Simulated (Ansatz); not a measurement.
Ansatz results at the PBE0-D4/def2-TZVP geometry: size of the dipole moment (B3LYP/def2-TZVPP) 1.65 D; HOMO energy (PBE0/def2-TZVPP) -8.01 eV; LUMO energy (PBE0/def2-TZVPP) 0.85 eV.

Each molecule was computed in one conformer, which needn't be the lowest.

(1) Which molecule gave them?
A. `C[Si](C)(N)O`
B. `CO[SiH](N)Cl`
C. `C[Si](N)(O)Cl`
D. `C=C[SiH](C)O`

## Answers

(1) B. The others give `C=C[SiH](C)O`: 1.82, -7.83, -0.39; `C[Si](N)(O)Cl`: 0.93, -7.78, 0.72; `C[Si](C)(N)O`: 1.76, -7.25, 0.78.

B3LYP here is the variant with VWN-RPA as its local correlation; programs differ in this.
